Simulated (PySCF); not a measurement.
## Calculated data, B2FHN, CH4AlBO, BClHO2, AlBH4NSi and others

Calculation on a computer-drawn molecule: the log of a Hartree-Fock and frozen-core CCSD(T) single point meant for a local Hartree-Fock minimum, with one planted fault or none, to be diagnosed. Offsets are logged minus clean, where the clean run is the same molecule without the fault. The reference is restricted for singlets and unrestricted otherwise, and also for a bond in bohr or an excited solution. Adding or removing an electron swaps singlet and doublet. The excited solution moves the top pair (singlet) or top alpha electron (doublet) to the lowest empty orbital. Highest occupied and lowest empty are orbital energies over both spins, largest force is the largest gradient component, triples share is (T) over the correlation energy, the T1 limit is 0.02 restricted and 0.045 unrestricted, electrons count all cores, a negative frequency is imaginary (commonest isotopes), and the dipole is about the centre of nuclear charge. Program: PySCF 2.14.0.

Common to all runs: logged SCF converged yes; logged CC converged yes; logged SCF stable within its kind yes; possible faults no fault, one electron removed, one electron added, multiplicity raised by two, geometry at a saddle point, SCF held on an excited solution, minimal basis STO-3G, one bond length entered in bohr, all coordinates scaled.

```yaml
- entry: 1
  formula: B2FHN
  logged_structure:
    atoms_angstrom:
      - ["N", -3.0355, -0.2618, 1.2581]
      - [B, -2.1562, 0.1262, 0.5264]
      - [B, -0.9553, 0.6561, -0.4728]
      - [F, -0.0683, 1.0476, -1.2105]
      - [H, -3.76, -0.5814, 1.8617]
  given:
    meant_charge: 1
    meant_multiplicity: 1
    meant_basis: cc-pVDZ
    logged_electrons: 25
    logged_basis_functions: 61
    logged_spin_squared: 0.7674
    "logged_highest_occupied [eV]": -27.115
    "logged_lowest_empty [eV]": -14.982
    "logged_largest_force [hartree/bohr]": 0.080492
    logged_T1_diagnostic: 0.021555
    logged_D1_diagnostic: 0.065319
    logged_triples_share: 0.027609
    "logged_dipole_magnitude [debye]": 5.3428
    "logged_energy_HF [hartree]": -202.98677
    "logged_energy_CCSD(T) [hartree]": -203.4467
    drawn_bonds_atom: [1, 2, 3, 1]
    drawn_bonds_other_atom: [2, 3, 4, 5]
    drawn_bonds_order: [2, 1, 1, 1]
  results:
    planted_fault: "one electron removed"
    "HF_energy_offset_from_clean_run [kcal/mol]": 368.8
    "CCSD(T)_energy_offset_from_clean_run [kcal/mol]": 407.9
- entry: 2
  formula: CH4AlBO
  logged_structure:
    atoms_angstrom:
      - [B, -3.2428, 0.2998, 1.5471]
      - [O, -2.4137, 0.5932, 0.491]
      - [C, -2.639, 1.6927, -0.4847]
      - [Al, -0.6349, 2.2672, -0.5085]
      - [H, -4.2705, 0.9571, 1.7421]
      - [H, -2.9143, -0.6284, 2.286]
      - [H, -3.4102, 2.4032, -0.0841]
      - [H, -3.0529, 1.2364, -1.4227]
  given:
    meant_charge: 0
    meant_multiplicity: 1
    meant_basis: "cc-pV(D+d)Z"
    logged_electrons: 36
    logged_basis_functions: 85
    logged_spin_squared: 0.0
    "logged_highest_occupied [eV]": -7.915
    "logged_lowest_empty [eV]": 1.0652
    "logged_largest_force [hartree/bohr]": 0.019194
    logged_T1_diagnostic: 0.01745
    logged_D1_diagnostic: 0.06104
    logged_triples_share: 0.02876
    "logged_dipole_magnitude [debye]": 1.7709
    "logged_energy_HF [hartree]": -381.65095
    "logged_energy_CCSD(T) [hartree]": -382.1709
    drawn_bonds_atom: [1, 2, 3, 1, 1, 3, 3]
    drawn_bonds_other_atom: [2, 3, 4, 5, 6, 7, 8]
    drawn_bonds_order: [1, 1, 1, 1, 1, 1, 1]
  results:
    planted_fault: "all coordinates scaled, by +2.5 %"
    "HF_energy_offset_from_clean_run [kcal/mol]": 2.561
    "CCSD(T)_energy_offset_from_clean_run [kcal/mol]": 0.07451
- entry: 3
  formula: BClHO2
  logged_structure:
    atoms_angstrom:
      - [O, 1.4025, -3.3191, 1.5117]
      - [B, 0.8629, -2.1966, 1.3601]
      - [O, 1.4171, -0.9071, 1.3569]
      - [Cl, -1.0401, -1.9831, 1.0694]
      - [H, 2.3421, -1.0241, 1.4992]
  given:
    meant_charge: -1
    meant_multiplicity: 1
    meant_basis: "aug-cc-pV(D+d)Z"
    logged_electrons: 40
    logged_basis_functions: 110
    logged_spin_squared: 0.0
    "logged_highest_occupied [eV]": -5.6404
    "logged_lowest_empty [eV]": 4.2367
    "logged_largest_force [hartree/bohr]": 5.9479e-06
    "logged_lowest_frequency [cm^-1]": 341.83
    logged_T1_diagnostic: 0.015643
    logged_D1_diagnostic: 0.046154
    logged_triples_share: 0.032259
    "logged_dipole_magnitude [debye]": 2.6545
    "logged_energy_HF [hartree]": -634.70401
    "logged_energy_CCSD(T) [hartree]": -635.38575
    drawn_bonds_atom: [1, 2, 2, 3]
    drawn_bonds_other_atom: [2, 3, 4, 5]
    drawn_bonds_order: [1, 1, 1, 1]
  results:
    planted_fault: "no fault"
    "HF_energy_offset_from_clean_run [kcal/mol]": 0.0
    "CCSD(T)_energy_offset_from_clean_run [kcal/mol]": 0.0
- entry: 4
  formula: AlBH4NSi
  logged_structure:
    atoms_angstrom:
      - [B, 1.5523, 0.1826, -2.2342]
      - [Al, 0.5545, -1.1873, -0.9429]
      - ["N", -1.1237, -1.278, -0.4426]
      - [Si, -2.5971, -1.4384, 0.0567]
      - [H, 1.7356, -0.0829, -3.3946]
      - [H, 2.1486, 1.1297, -1.7894]
      - [H, -3.6298, -2.2411, -0.6239]
      - [H, -3.1425, -0.8099, 1.2738]
  given:
    meant_charge: 0
    meant_multiplicity: 2
    meant_basis: "cc-pV(D+d)Z"
    logged_electrons: 43
    logged_basis_functions: 94
    logged_spin_squared: 0.832
    "logged_highest_occupied [eV]": -6.8152
    "logged_lowest_empty [eV]": 1.2397
    "logged_largest_force [hartree/bohr]": 5.4504e-06
    "logged_lowest_frequency [cm^-1]": 82.052
    logged_T1_diagnostic: 0.03013
    logged_D1_diagnostic: 0.12677
    logged_triples_share: 0.035088
    "logged_dipole_magnitude [debye]": 3.4843
    "logged_energy_HF [hartree]": -612.2603
    "logged_energy_CCSD(T) [hartree]": -612.70514
    drawn_bonds_atom: [1, 2, 3, 1, 1, 4, 4]
    drawn_bonds_other_atom: [2, 3, 4, 5, 6, 7, 8]
    drawn_bonds_order: [1, 2, 1, 1, 1, 1, 1]
  results:
    planted_fault: "no fault"
    "HF_energy_offset_from_clean_run [kcal/mol]": 0.0
    "CCSD(T)_energy_offset_from_clean_run [kcal/mol]": 0.0
- entry: 5
  formula: C2H7AlB
  logged_structure:
    atoms_angstrom:
      - [C, -1.226, 1.1, -1.0245]
      - [B, -0.599, 0.173, 0.0983]
      - [Al, 0.8384, 0.7451, 1.5929]
      - [C, 2.8017, 0.4761, 1.5096]
      - [H, -1.2152, 0.5724, -1.9863]
      - [H, -0.7576, 2.0767, -1.1616]
      - [H, -2.2865, 1.2639, -0.7904]
      - [H, -1.0872, -0.9302, 0.2022]
      - [H, 3.2206, 0.9718, 0.6246]
      - [H, 3.0343, -0.5921, 1.4114]
      - [H, 3.3331, 0.8534, 2.3875]
  given:
    meant_charge: 0
    meant_multiplicity: 2
    meant_basis: "cc-pV(D+d)Z"
    logged_electrons: 37
    logged_basis_functions: 100
    logged_spin_squared: 0.7992
    "logged_highest_occupied [eV]": -7.1576
    "logged_lowest_empty [eV]": 1.2764
    "logged_largest_force [hartree/bohr]": 3.3268e-05
    "logged_lowest_frequency [cm^-1]": 58.573
    logged_T1_diagnostic: 0.020055
    logged_D1_diagnostic: 0.099162
    logged_triples_share: 0.028533
    "logged_dipole_magnitude [debye]": 0.51769
    "logged_energy_HF [hartree]": -346.36863
    "logged_energy_CCSD(T) [hartree]": -346.86121
    drawn_bonds_atom: [1, 2, 3, 1, 1, 1, 2, 4, 4, 4]
    drawn_bonds_other_atom: [2, 3, 4, 5, 6, 7, 8, 9, 10, 11]
    drawn_bonds_order: [1, 1, 1, 1, 1, 1, 1, 1, 1, 1]
  results:
    planted_fault: "no fault"
    "HF_energy_offset_from_clean_run [kcal/mol]": 0.0
    "CCSD(T)_energy_offset_from_clean_run [kcal/mol]": 0.0
- entry: 6
  formula: C2H5AlB
  logged_structure:
    atoms_angstrom:
      - [B, -0.6564, -0.4355, 1.9664]
      - [C, -1.1075, 0.1733, 0.8233]
      - [Al, -0.0727, -0.4118, -0.7004]
      - [C, -0.4454, 0.2529, -2.4773]
      - [H, -0.1888, -1.0134, 2.8784]
      - [H, -1.912, 0.8859, 0.6918]
      - [H, 1.1001, -1.4552, -0.4798]
      - [H, 0.1114, -0.0452, -3.3657]
      - [H, -1.2338, 0.9679, -2.7134]
  given:
    meant_charge: 0
    meant_multiplicity: 2
    meant_basis: "cc-pV(D+d)Z"
    logged_electrons: 35
    logged_basis_functions: 90
    logged_spin_squared: 0.7587
    "logged_highest_occupied [eV]": -9.1511
    "logged_lowest_empty [eV]": 1.2665
    "logged_largest_force [hartree/bohr]": 1.519e-05
    "logged_lowest_frequency [cm^-1]": 99.878
    logged_T1_diagnostic: 0.015427
    logged_D1_diagnostic: 0.047973
    logged_triples_share: 0.033108
    "logged_dipole_magnitude [debye]": 0.79373
    "logged_energy_HF [hartree]": -345.17327
    "logged_energy_CCSD(T) [hartree]": -345.62397
    drawn_bonds_atom: [1, 2, 3, 1, 2, 3, 4, 4]
    drawn_bonds_other_atom: [2, 3, 4, 5, 6, 7, 8, 9]
    drawn_bonds_order: [2, 1, 1, 1, 1, 1, 1, 1]
  results:
    planted_fault: "no fault"
    "HF_energy_offset_from_clean_run [kcal/mol]": 0.0
    "CCSD(T)_energy_offset_from_clean_run [kcal/mol]": 0.0
- entry: 7
  formula: AlF2H2N
  logged_structure:
    atoms_angstrom:
      - ["N", 2.6141, -1.9661, -1.61]
      - [Al, 1.7898, -3.1299, -0.6164]
      - [F, 2.0779, -3.2155, 0.9991]
      - [F, 0.7011, -4.1745, -1.2672]
      - [H, 3.2862, -1.3023, -1.2757]
      - [H, 2.3662, -1.7714, -3.4772]
  given:
    meant_charge: 0
    meant_multiplicity: 1
    meant_basis: "cc-pV(D+d)Z"
    logged_electrons: 40
    logged_basis_functions: 75
    logged_spin_squared: 0.7341
    "logged_highest_occupied [eV]": -11.281
    "logged_lowest_empty [eV]": 1.3567
    "logged_largest_force [hartree/bohr]": 0.028223
    logged_T1_diagnostic: 0.056556
    logged_D1_diagnostic: 0.2918
    logged_triples_share: 0.024023
    "logged_dipole_magnitude [debye]": 2.5078
    "logged_energy_HF [hartree]": -496.47191
    "logged_energy_CCSD(T) [hartree]": -497.10161
    drawn_bonds_atom: [1, 2, 2, 1, 1]
    drawn_bonds_other_atom: [2, 3, 4, 5, 6]
    drawn_bonds_order: [1, 1, 1, 1, 1]
  results:
    planted_fault: "one bond length entered in bohr, row 5 of the drawn bonds"
    "HF_energy_offset_from_clean_run [kcal/mol]": 93.09
    "CCSD(T)_energy_offset_from_clean_run [kcal/mol]": 94.72
  notes: ["T1 above single-reference limit"]
- entry: 8
  formula: AlBH4N2
  logged_structure:
    atoms_angstrom:
      - ["N", 0.4856, 2.7092, -1.7603]
      - [Al, 0.7766, 1.152, -1.5294]
      - [B, 1.1332, -0.9501, -1.2743]
      - ["N", 0.6443, -1.8864, -2.1691]
      - [H, 0.3181, 3.6777, -1.883]
      - [H, 1.7713, -1.3453, -0.3375]
      - [H, 0.808, -2.8671, -2.0545]
      - [H, -0.3778, -1.4798, -3.7024]
  given:
    meant_charge: 0
    meant_multiplicity: 1
    meant_basis: "cc-pV(D+d)Z"
    logged_electrons: 36
    logged_basis_functions: 85
    logged_spin_squared: 0.7552
    "logged_highest_occupied [eV]": -8.5507
    "logged_lowest_empty [eV]": 1.424
    "logged_largest_force [hartree/bohr]": 0.021965
    logged_T1_diagnostic: 0.062429
    logged_D1_diagnostic: 0.26959
    logged_triples_share: 0.045568
    "logged_dipole_magnitude [debye]": 4.9686
    "logged_energy_HF [hartree]": -377.67367
    "logged_energy_CCSD(T) [hartree]": -378.21472
    drawn_bonds_atom: [1, 2, 3, 1, 3, 4, 4]
    drawn_bonds_other_atom: [2, 3, 4, 5, 6, 7, 8]
    drawn_bonds_order: [2, 1, 1, 1, 1, 1, 1]
  results:
    planted_fault: "one bond length entered in bohr, row 7 of the drawn bonds"
    "HF_energy_offset_from_clean_run [kcal/mol]": 93.06
    "CCSD(T)_energy_offset_from_clean_run [kcal/mol]": 92.38
  notes: ["T1 above single-reference limit"]
```
